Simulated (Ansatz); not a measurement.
One change: `C[CH2][Zn][SH]` becomes `C[CH2][Zn][F]`.

Ansatz, PBE0-D4/def2-TZVP geometries, multiplicity 1. Each molecule was computed in one conformer, which needn't be the lowest.

Scalar relativity is left out up to krypton.

```
                             property  `C[CH2][Zn][SH]`
HOMO–LUMO gap (B3LYP/def2-TZVPP) / eV              6.13
    HOMO energy (PBE/def2-TZVPP) / eV             -5.89
   LUMO energy (PBE0/def2-TZVPP) / eV             -0.44
  HOMO energy (B3LYP/def2-TZVPP) / eV             -6.82
    LUMO energy (PBE/def2-TZVPP) / eV             -1.19
  HOMO–LUMO gap (PBE/def2-TZVPP) / eV              4.70
```

Task: What does the change do to each property? (Estimate.)

Result: The calculation gave: 
```
                             property  `C[CH2][Zn][F]`  shift
HOMO–LUMO gap (B3LYP/def2-TZVPP) / eV             7.09   0.96
    HOMO energy (PBE/def2-TZVPP) / eV            -6.95  -1.06
   LUMO energy (PBE0/def2-TZVPP) / eV            -0.49  -0.05
  HOMO energy (B3LYP/def2-TZVPP) / eV            -7.92  -1.10
    LUMO energy (PBE/def2-TZVPP) / eV            -1.34  -0.15
  HOMO–LUMO gap (PBE/def2-TZVPP) / eV             5.61   0.91
```

With PBE0 the HOMO falls by 0.98 eV and the LUMO falls by 0.05 eV, so the gap widens by about 0.93 eV. PBE moves the HOMO by -1.06 eV and ωB97M-V by -0.99 eV.

B3LYP here is the variant with VWN-RPA as its local correlation; programs differ in this.
